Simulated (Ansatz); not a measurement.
Si6H3⁺, relaxed as a singlet with RKS PBE0-D4/def2-SVP in Ansatz, starting from the GFN1-xTB geometry. Force threshold 0.02 eV/Å.

The structure comes from a short search, and lower isomers may exist.

Start:

Cartesian coordinates in Å:
```
Si -1.208 1.253 -0.233
Si 0.784 0.093 -1.342
Si -1.107 -1.058 0.125
Si 0.875 2.397 -0.337
Si 1.207 -1.690 0.302
Si 0.695 0.501 1.303
H 0.388 0.696 2.752
H 0.585 -0.157 -2.802
H -2.219 -2.035 0.231
```

```
        step  energy (eV)  largest force component (eV/Å)  SCF passes
           1  -47270.6762                           1.551          18
           2  -47271.4012                           0.800          27
           3  -47271.7977                           1.290          25
           4  -47272.0821                           1.017          25
           5  -47272.2347                           0.385          22
           6  -47272.2619                           0.131          21
7 (rejected)  -47272.2430                           0.333          21
           8  -47272.2723                           0.082          21
9 (rejected)  -47272.1917                           0.655          20
          10  -47272.2736                           0.024          16
          11  -47272.2737                           0.005          15
```

Force components are those of the run's own axes.

End:

```xyz
9

Si   -1.2294    1.5174   -0.2760
Si    0.4070   -0.0244   -1.4925
Si   -1.0273   -0.8879    0.0999
Si    1.3528    1.7256   -0.2171
Si    1.6593   -1.1293    0.2317
Si    0.3031    0.4278    1.4556
H     0.1514    0.6498    2.9114
H     0.3573   -0.2508   -2.9547
H    -1.9742   -2.0281    0.2416
```

By distances, no bond broke or formed. The bond that changes most is Si3–Si6, from 2.66 to 2.31 Å (atoms count from 1).

No frequencies were taken in this run, so the end may be a saddle point.

Run time 19 s (4 threads of Arm Neoverse V2 on a shared host).
